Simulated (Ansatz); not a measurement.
System: GaH₂F, charge 0, singlet. GaH2F (SMILES [F][GaH2]).
B3LYP-D3(BJ)/def2-TZVP minimum from Ansatz (a first-principles code):
```
Ga
F 1 1.7702
H 1 1.5562 2 113.61
H 1 1.5562 3 132.78 2 -180.00
```

Total energies in hartree (Ansatz). Radicals and triplets start from unrestricted determinants; spin-orbit coupling is neglected. Correlated methods leave the cores frozen (noble-gas shells, and filled d and f shells in the p block). No relativity. For partners of very few electrons the exact lower level stands in for a higher one.

```tsv
species	HF/cc-pVTZ	CCSD(T)/cc-pVTZ	HF/cc-pVQZ	CCSD(T)/cc-pVQZ	CCSDT(Q)/cc-pVQZ
1: GaH2F (SMILES [F][GaH2])	-2023.95601	-2024.31889	-2023.96978	-2024.36167	-2024.36230
2: Ga (doublet)	-1923.26189	-1923.30928	-1923.26422	-1923.31345	-1923.31376
3: H (doublet)	-0.49981	-0.49981	-0.49995	-0.49995	-0.49995
4: F (doublet)	-99.40552	-99.62036	-99.41377	-99.65026	-99.65054
```

Q: Work out the atomisation energy (electronic, to ground-state atoms) in kcal/mol: take Hartree-Fock from cc-pVQZ, extrapolate the CCSD(T) correlation energy as X^-3 (X = 3, 4), and add CCSDT(Q) - CCSD(T) in cc-pVQZ. 1 hartree = 627.51 kcal/mol.

A: 
Species 1: correlation (64·(-0.39189) - 27·(-0.36288))/37 = -0.41306; step -0.00063; E1 = -2023.96978 + (-0.41306) + (-0.00063) = -2024.38347
Species 2: correlation (64·(-0.04923) - 27·(-0.04739))/37 = -0.05057; step -0.00031; E2 = -1923.26422 + (-0.05057) + (-0.00031) = -1923.31510
Species 3: correlation (64·(0.00000) - 27·(0.00000))/37 = 0.00000; step +0.00000; E3 = -0.49995 + (0.00000) + (+0.00000) = -0.49995
Species 4: correlation (64·(-0.23649) - 27·(-0.21484))/37 = -0.25229; step -0.00028; E4 = -99.41377 + (-0.25229) + (-0.00028) = -99.66634
-1·E1 +1·E2 +2·E3 +1·E4 = 0.40213 hartree = 252.3 kcal/mol.
